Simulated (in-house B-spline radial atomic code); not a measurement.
A fraction x of an electron is removed from 4s in Co, starting from [Ar] 3d7 4s2 and keeping the highest spin. Level of theory: non-relativistic LDA exchange-only, spin-polarised, spherical fractional occupations, point nucleus; calculated with an all-electron radial atomic-structure program (B-spline basis).

```json
{"x": "0", "E(x) - E(0) (eV)": "0.0000", "4s down level (eV)": "-4.250"}
{"x": "0.01", "E(x) - E(0) (eV)": "0.0428", "4s down level (eV)": "-4.308"}
{"x": "0.18", "E(x) - E(0) (eV)": "?", "4s down level (eV)": "?"}
{"x": "0.34", "E(x) - E(0) (eV)": "1.7879", "4s down level (eV)": "-6.277"}
{"x": "0.47", "E(x) - E(0) (eV)": "2.6549", "4s down level (eV)": "-7.062"}
{"x": "0.5", "E(x) - E(0) (eV)": "2.8695", "4s down level (eV)": "-7.242"}
{"x": "0.55", "E(x) - E(0) (eV)": "3.2391", "4s down level (eV)": "-7.542"}
{"x": "0.64", "E(x) - E(0) (eV)": "3.9421", "4s down level (eV)": "-8.078"}
{"x": "0.81", "E(x) - E(0) (eV)": "5.3995", "4s down level (eV)": "-9.058"}
{"x": "0.96", "E(x) - E(0) (eV)": "?", "4s down level (eV)": "?"}
{"x": "1", "E(x) - E(0) (eV)": "7.2147", "4s down level (eV)": "-"}
```

Problem. What belongs in the row x = 0.18?

Solution. An energy change of 0.8606 eV; 4s down at -5.316 eV.

Problem. What belongs in the row x = 0.96?

Solution. An energy change of 6.8180 eV; 4s down at -9.831 eV.

Problem. Check Janak's theorem between x = 0.34 and 0.47.

Solution. The slope of the energy is 6.67 eV; the orbital levels give 6.67 eV (-ε of the emptying orbital, averaged over the two points).
